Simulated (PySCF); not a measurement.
An unknown is described by computed data only.

Formula: C2Cl4F2.

* 13C NMR: chemical shifts (computed TMS as zero) by class: 134.9 (1 C), 119.7 (1 C) ppm [GIAO PBE0/pcSseg-1]
* XPS: Cl2p3/2 207.1 (×3), Cl2p3/2 207.3, C1s 296.1, C1s 298.1, F1s 694.6 (×2) eV [ΔSCF SCAN, pcX-2 on the ionised atom, pcseg-1 elsewhere, spin-free X2C, 2p3/2 from a spin–orbit splitting computed afterwards within the 2p shell]
* UV, first state: lowest singlet excitation: 6.25 eV (198 nm, f = 0.000) [TDDFT B3LYP/def2-SVPD]
* Polarisability: 81.5 au [B3LYP/def2-SVPD]
* NMR, other nuclei: isotropic shieldings of nuclei other than C and H, by class: 250 (2 F), 509 (3 Cl), 625 (1 Cl) ppm [GIAO PBE0/pcSseg-1]
* Rotational structure: rotational constants A, B, C: 1.236, 0.923, 0.881 GHz [PBE0-D3(BJ)/def2-SVP]
* Dipole: 0.56 D [B3LYP/def2-SVPD]

Gas-phase values; electronic properties from PySCF, density fitting. Levels stand in brackets. Geometry: PBE0-D3(BJ)/def2-SVP; no solvent, vibrations or thermal averaging. NMR values are class means; diastereotopic atoms form classes of their own.

**Question.** Propose a structure and show how it fits.

**Answer.** Numbering: `[F:1][C:2]([F:3])([Cl:4])[C:5]([Cl:6])([Cl:7])[Cl:8]`. Its formula, C2Cl4F2, gives 0 degrees of unsaturation, so no ring and no π bond. 2 carbons fall into 2 classes; from least to most shielded: CF2 carbon [C2] (134.9 ppm), CCl3 carbon [C5] (119.7 ppm). The other shieldings belong to: 250 ppm, fluorine of a CF2 group [F1/F3]; 509 ppm, chlorine of a CCl3 group [Cl6/Cl7/Cl8]; 625 ppm, chlorine on a fluorinated carbon [Cl4]. The core levels belong to: Cl2p3/2 207.1 eV, chlorine of a CCl3 group [Cl6/Cl7/Cl8]; Cl2p3/2 207.3 eV, chlorine on a fluorinated carbon [Cl4]; C1s 296.1 eV, CCl3 carbon [C5]; C1s 298.1 eV, CF2 carbon [C2]; F1s 694.6 eV, fluorine of a CF2 group [F1/F3]. One atom of each topological class was ionised and stands for its class. S1 is mainly HOMO→LUMO (weight 0.97); the largest Löwdin shares of the orbital it empties are 0.35 on a chlorine of a CCl3 group, 0.29 on each of 2 atoms of one kind (chlorine of a CCl3 group) and 0.05 on the chlorine on a fluorinated carbon, of the orbital it fills 0.28 on a chlorine of a CCl3 group, 0.24 on the CCl3 carbon and 0.23 on each of 2 atoms of one kind (chlorine of a CCl3 group). The optimised geometry has point group Cs and is an asymmetric top. Structure: CF2Cl-CCl3, `C(Cl)(C(Cl)(Cl)Cl)(F)F`. The assignments are read from this structure; whether some other isomer fits the data as well wasn't checked. NMR values of atoms bound to several Cl lack the spin–orbit term that these neighbours bring.

The values belong to the conformer `[F:1][C:2]([F:3])([Cl:4])[C:5]([Cl:6])([Cl:7])[Cl:8]`: F1–C2–C5–Cl6 -60°.
